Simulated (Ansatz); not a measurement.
The cluster B₄P₅⁻. Charge -1, multiplicity 1. Geometry B3LYP-D4/def2-SVPD.

```csv
atom,x (Å),y (Å),z (Å)
B1,-0.3551,-0.8388,0.6344
B2,-0.1611,-0.2293,2.0674
B3,0.2943,0.9057,0.8698
B4,-0.5622,0.2182,-1.5697
P5,0.3838,1.3844,2.6610
P6,-1.6855,-1.1292,-0.8065
P7,0.4426,1.6974,-0.8755
P8,1.1814,-0.1231,-2.1780
P9,0.4618,-1.8853,-0.8030
```

The structure comes from a short search, and lower isomers may exist.

Task: Estimate the orbital energies around the gap (eV) in Ansatz with HF/def2-TZVPD, PBE-D4/def2-TZVPD, r2SCAN-D4/def2-TZVPD, B97M-V/def2-TZVPD, r2SCAN0-D4/def2-TZVPD.

Result: 
```
orbital  HF/def2-TZVPD  PBE-D4/def2-TZVPD  r2SCAN-D4/def2-TZVPD  B97M-V/def2-TZVPD  r2SCAN0-D4/def2-TZVPD
HOMO−13         -14.08              -8.15                 -8.68              -8.85                 -10.19
HOMO−12         -10.87              -6.14                 -6.58              -6.62                  -7.83
HOMO−11         -10.77              -5.92                 -6.34              -6.45                  -7.63
HOMO−10          -9.48              -5.14                 -5.50              -5.57                  -6.69
 HOMO−9          -8.13              -4.25                 -4.59              -4.62                  -5.66
 HOMO−8          -7.43              -3.86                 -4.13              -4.09                  -5.13
 HOMO−7          -7.25              -3.59                 -3.88              -3.90                  -4.87
 HOMO−6          -7.01              -3.49                 -3.77              -3.80                  -4.82
 HOMO−5          -6.87              -3.25                 -3.53              -3.58                  -4.56
 HOMO−4          -5.77              -2.57                 -2.81              -2.85                  -3.72
 HOMO−3          -5.36              -2.36                 -2.58              -2.59                  -3.44
 HOMO−2          -4.73              -2.05                 -2.24              -2.24                  -3.06
 HOMO−1          -4.37              -1.58                 -1.76              -1.78                  -2.58
   HOMO          -3.77              -1.05                 -1.20              -1.23                  -2.00
   LUMO           4.12               0.89                  1.01               1.09                   1.69
 LUMO+1           4.21               1.17                  1.28               1.34                   1.95
 LUMO+2           4.51               1.51                  1.67               1.70                   2.33
 LUMO+3           4.65               1.96                  2.18               2.12                   2.83
 LUMO+4           4.82               2.05                  2.26               2.25                   2.92
 LUMO+5           4.94               2.52                  2.87               2.64                   3.36
```
